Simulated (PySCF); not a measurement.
# Static response to an electric field

Species: C₅H₅F₂NO₂.
Structure used (GFN2-xTB), in Å, numbered top down from 1:
```xyz
15
C5H5F2NO2 angstrom
N     -0.2212    2.8500   -0.8506
C     -0.1073    1.7533   -0.5559
C      0.0971    0.3544   -0.1945
O     -0.9892   -0.1514    0.5578
C     -2.1484   -0.3157   -0.1309
F     -2.8293   -1.3222    0.4299
F     -2.9399    0.7767   -0.0273
C      1.4399    0.0256    0.4784
C      1.6698   -0.8567   -0.7531
O      0.4100   -0.4530   -1.3171
H     -1.9998   -0.5322   -1.2034
H      1.3138   -0.4968    1.4212
H      2.1120    0.8712    0.5883
H      2.4970   -0.5630   -1.4006
H      1.6911   -1.9320   -0.5698
```

Level: PBE0/def2-SVPD (PySCF), static field, nuclei fixed, core orbitals frozen in the response. The polarisability tensor in these axes (au):

```
x   73.31 -3.63 -1.33
y   -3.63 76.02 -2.85
z   -1.33 -2.85 58.30
```

Task: Diagonalise the tensor; give its mean and Δα, where Δα² is half the sum of the squared differences of the eigenvalues.

Result: Principal values 57.62, 71.34 and 78.68 au; mean 69.21 au = 10.26 Å³ = 11.41 × 10⁻⁴⁰ C²·m²/J; Δα = 18.51 au (27 % of the mean).

Task: What is the dipole moment, and where does it point?

Result: (4.01, -2.88, 0.32) D, 4.95 D in size, pointing from the negative to the positive side. Measured along this direction, the outermost atoms are F7 at the negative end and H15 at the positive end.

Task: What depolarisation ratio follows for Rayleigh scattering of linearly polarised light, taking the static tensor?

Result: ρ = 3Δα²/(45ᾱ² + 4Δα²) = 1028.2/(215559 + 1370.9) = 0.00474.

Task: In TDDFT the mean static polarisability is Σ f/ω² over all singlet excitations (ω in hartree). How much of it do the 6 lowest give? Their energies (eV) and oscillator strengths: 7.00, 0.0042; 7.57, 0.0019; 7.59, 0.0046; 7.88, 0.0053; 8.05, 0.0201; 8.15, 0.0169.

Result: They add up to 0.63 au, 0.9 % of the 69.21 au; the largest single term is 0.23 au, from the state at 8.05 eV. Terms in order: 0.06, 0.02, 0.06, 0.06, 0.23, 0.19 au. Higher excitations give the rest. The strengths listed sum to 0.053.

Task: Find the Langevin capture rate constant for O2+ (31.990 u) meeting this molecule (149.029 u), k = 2.342 × 10⁻⁹ cm³/s × √(α in Å³ / reduced mass in u).

Result: The reduced mass is 26.34 u, so k = 1.46 × 10⁻⁹ cm³/s. The formula leaves out the permanent dipole, which adds to the capture rate.

One conformer (not necessarily the lowest) at the GFN2-xTB geometry, without solvent, vibrations or thermal averaging.

The run behind these numbers computed excited states as well. The run took 37 s of wall time on an Intel Xeon 6975P-C with one thread, shared host with 192 logical CPUs at a one-minute load of 36, and the process peaked at 0.99 GiB of memory.
